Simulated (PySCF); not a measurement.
Electron correlation in W²⁺ (tungsten, charge +2)

[Xe] 4f14 5d4, high-spin 5D determinant. Calculation: PySCF 2.14, in aug-cc-pwCVDZ-PP with ECP60MDF; scalar relativity through the core potential. Frozen: 5s2 5p6; 4 electrons correlated.

```tsv
level	correlation energy (mhartree)
CCSD	-34.60
(T)	-0.18
CCSD(T)	-34.78
```

Diagnostics: T1 = 0.0012, D1 = 0.0021, largest double amplitude 0.017.

Spin-orbit coupling, absent here, splits the open shell strongly.

Cost of the coupled-cluster step: of the order of 2.9 core-seconds, for 4 correlated electrons.
